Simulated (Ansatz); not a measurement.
```yaml
crystal:
  periodic: [false, false, false]
  atoms:
    - {symbol: C, position_ang: [-1.238155, -1.222391, 0.195616]}
    - {symbol: C, position_ang: [-0.077856, -0.254798, 0.419389]}
    - {symbol: C, position_ang: [-0.416655, 0.723826, 1.541914]}
    - {symbol: C, position_ang: [1.194537, -1.027751, 0.760207]}
    - {symbol: N, position_ang: [0.143183, 0.488064, -0.789441]}
    - {symbol: Ta, position_ang: [0.411634, 1.393273, -2.265141]}
    - {symbol: F, position_ang: [0.185682, 3.217583, -1.864826]}
    - {symbol: F, position_ang: [-0.854242, 0.811569, -3.529421]}
    - {symbol: F, position_ang: [2.165598, 1.034739, -2.843399]}
    - {symbol: H, position_ang: [-1.429706, -1.802900, 1.101378]}
    - {symbol: H, position_ang: [-2.147364, -0.676745, -0.064550]}
    - {symbol: H, position_ang: [-1.008503, -1.914540, -0.616952]}
    - {symbol: H, position_ang: [-1.316699, 1.291221, 1.296838]}
    - {symbol: H, position_ang: [-0.590440, 0.185396, 2.476782]}
    - {symbol: H, position_ang: [0.402660, 1.428906, 1.695717]}
    - {symbol: H, position_ang: [1.055248, -1.604349, 1.677931]}
    - {symbol: H, position_ang: [1.451429, -1.717458, -0.046254]}
    - {symbol: H, position_ang: [2.031850, -0.342341, 0.905814]}
basis:
  gaussian: {orbitals: def2-mTZVP}
hamiltonian: {xc: {name: wPBEh}}
```

```sh
$ ansatz run in.yaml --threads 4 --pin off --events-out ev --progress --plain --max-ram 66560MiB --backend cpu
```

Shortened log:

```
Functional definition: wPBEh
2110 factors; their error is unknown
176 factors; integrals over basis functions are off by at most 2.1e-7 eV
mean field evaluation 1: about -15458.0105 eV, gradient 1.2e2 eV
mean field evaluation 2: about -15036.9993 eV, gradient 3.9e2 eV
mean field evaluation 4: about -15483.0412 eV, gradient 3.3e1 eV
mean field evaluation 8: about -15485.0587 eV, gradient 3.1e-1 eV
mean field evaluation 16: about -15485.0550 eV, gradient 3.1e-3 eV
mean field -15485.05497368 eV, -569.0652741356 hartree, gradient 7.8e-5 eV, S^2 0.000000; 0 other end points of the search recorded, 0 dependent functions left out
reference -15485.05502913 eV, -569.0652761731 hartree; 40, 40 occupied and 175, 175 virtual orbitals, 2110 factors
Total energy: -15485.05502913 eV, -569.0652761731 hartree
```

It took 6 s on 4 threads of an AMD EPYC 7R13 on a shared host, with 0.75 GiB of host memory at the peak.
